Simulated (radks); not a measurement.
Numerical settings for neutral selenium, [Ar] 3d10 4s2 4p4. Method: scalar-relativistic Kohn-Sham, PBE, spin-polarised, spherical densities, point nucleus; open shells are filled with parallel spins first; computed with a radial shooting solver on a logarithmic mesh with Libxc functionals. The defaults (mesh step 0.008 in ln r, mesh end at 40 bohr or more with all orbitals vanishing there, Anderson mixing 0.5 over 9 steps, residual threshold near 1e-9 with the energy settled to 1e-9 hartree or 1e-11 of itself, here a cap of 52 iterations) give E = -2429.9911 hartree and 4p at -5.605 eV in 15 iterations. Run on one thread of a shared host, so times are rough (Arm Neoverse N1): 0.25 s of CPU time, 0.26 s wall, 15 iterations on 2669 mesh points. Changes against that run (0 stands for a change within the tolerance of the run):

| setting | iterations | converged | E (mhartree) | e(4p) (meV) | CPU (s) |
|---|---|---|---|---|---|
| mesh step in ln r 0.2 | 2 | no | diverged | - | 0.02 |
| mesh step in ln r 0.003 | 15 | yes | 0 | 0 | 0.64 |
| mesh step in ln r 0.05 | 15 | yes | +0.00561 | 0 | 0.06 |
| mesh end (bohr) 3 | 14 | level above zero | +1.49e+03 | +1.69e+04 | 0.19 |
| mesh end (bohr) 20 | 15 | yes | 0 | 0 | 0.24 |
| residual threshold 1e-05 | 10 | yes | 0 | 0 | 0.19 |
| residual threshold 0.001 | 10 | yes | 0 | 0 | 0.19 |
| mixing 1 | 12 | yes | 0 | 0 | 0.22 |
| linear mixing, mixing 0.5 | 30 | yes | 0 | 0 | 0.42 |
| linear mixing, mixing 0.2 | 52 | no | +0.000198 | -0.0574 | 0.74 |
| mixing history 2 | 19 | yes | 0 | 0 | 0.3 |
| iteration cap 8 | 8 | no | +0.000255 | +1.23 | 0.15 |

Settled on a wrong energy, with an occupied level pushed above zero by the early mesh end: mesh end (bohr) 3 (+1.49 hartree). Apart from these: no run marked as converged misses the energy by more than 1 mhartree. A mesh that ends early acts as a hard wall.
